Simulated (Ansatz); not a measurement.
Molecule: sum formula Si4H9Cl, net charge 0, singlet state. SMILES: [SiH2]([SiH2][SiH3])[SiH2]Cl
Coordinates optimised at B3LYP-D3(BJ)/def2-TZVP (Ansatz, a first-principles code):
```xyz
14

Si    -2.2998     0.6329    -1.0620
Si    -1.2449    -1.3807    -0.4903
Si     0.0847    -1.0368     1.4106
Si     1.3501     0.8995     1.0505
Cl     2.1503     0.7802    -0.8671
H     -3.1613     0.4704    -2.2578
H     -3.1390     1.0919     0.0722
H     -1.2757     1.6671    -1.3396
H     -0.3803    -1.8353    -1.6065
H     -2.2583    -2.4328    -0.2202
H     -0.7682    -0.8261     2.6093
H      0.9903    -2.1843     1.6681
H      2.4778     1.0693     1.9934
H      0.4975     2.1084     1.0974
```
Charge 0, spin multiplicity 1.

Property: atomisation energy (electronic, to ground-state atoms), in kcal/mol. Valence correlation only, unless marked. Open shells are spin-unrestricted. Spin-orbit coupling is left out. No relativistic terms. The coupled-cluster limit lacks core correlation, which all-electron functionals hold. CBS marks a two-point X^-3 extrapolation of the correlation energy; Hartree-Fock from the larger set.

```json
[
 {"level": "HF/STO-3G", "program": "Ansatz", "atomisation energy (kcal/mol)": "1081.1", "minus last row": "101.7"},
 {"level": "HF/cc-pV(Q+d)Z", "program": "Ansatz", "atomisation energy (kcal/mol)": "749.0", "minus last row": "-230.4"},
 {"level": "PBE-D4/def2-TZVPD", "program": "Ansatz + dftd4", "atomisation energy (kcal/mol)": "963.2", "minus last row": "-16.2"},
 {"level": "revPBE-D3(BJ)/def2-TZVPD", "program": "Ansatz + dftd3", "atomisation energy (kcal/mol)": "950.6", "minus last row": "-28.8"},
 {"level": "revPBE-D4/def2-TZVPD", "program": "Ansatz + dftd4", "atomisation energy (kcal/mol)": "952.0", "minus last row": "-27.4"},
 {"level": "r2SCAN/def2-TZVPD", "program": "Ansatz", "atomisation energy (kcal/mol)": "973.4", "minus last row": "-6.0"},
 {"level": "r2SCAN-D3(BJ)/def2-TZVPD", "program": "Ansatz + dftd3", "atomisation energy (kcal/mol)": "976.6", "minus last row": "-2.8"},
 {"level": "BHLYP-D4/def2-TZVPD", "program": "Ansatz + dftd4", "atomisation energy (kcal/mol)": "967.2", "minus last row": "-12.2"},
 {"level": "wB97X/def2-TZVPD", "program": "Ansatz", "atomisation energy (kcal/mol)": "980.6", "minus last row": "1.2"},
 {"level": "B2GP-PLYP-D3(BJ)/def2-TZVPD", "program": "Ansatz + dftd3", "atomisation energy (kcal/mol)": "961.7", "minus last row": "-17.7"},
 {"level": "B2GP-PLYP-D4/def2-TZVPD", "program": "Ansatz + dftd4", "atomisation energy (kcal/mol)": "955.9", "minus last row": "-23.5"},
 {"level": "MP2/aug-cc-pV(D+d)Z", "program": "Ansatz", "atomisation energy (kcal/mol)": "900.7", "minus last row": "-78.7"},
 {"level": "RI-MP2/aug-cc-pV(T+d)Z", "program": "Ansatz", "atomisation energy (kcal/mol)": "945.6", "minus last row": "-33.8"},
 {"level": "RI-MP2/aug-cc-pV(Q+d)Z", "program": "Ansatz", "atomisation energy (kcal/mol)": "960.6", "minus last row": "-18.8"},
 {"level": "SCS-MP2/cc-pV(D+d)Z", "program": "Ansatz", "atomisation energy (kcal/mol)": "896.0", "minus last row": "-83.4"},
 {"level": "SCS-MP2/cc-pV(Q+d)Z", "program": "Ansatz", "atomisation energy (kcal/mol)": "970.6", "minus last row": "-8.8"},
 {"level": "CCSD/STO-3G", "program": "Ansatz", "atomisation energy (kcal/mol)": "1189.6", "minus last row": "210.2"},
 {"level": "CCSD(T)/STO-3G", "program": "Ansatz", "atomisation energy (kcal/mol)": "1191.0", "minus last row": "211.6"},
 {"level": "CCSD(T)/6-31G", "program": "Ansatz", "atomisation energy (kcal/mol)": "748.9", "minus last row": "-230.5"},
 {"level": "CCSD(T)/aug-cc-pV(T+d)Z", "program": "Ansatz", "atomisation energy (kcal/mol)": "954.9", "minus last row": "-24.5"},
 {"level": "CCSD(T)/CBS(cc-pV(T+d)Z,cc-pV(Q+d)Z)", "program": "Ansatz", "atomisation energy (kcal/mol)": "979.4", "minus last row": "0.0"}
]
```
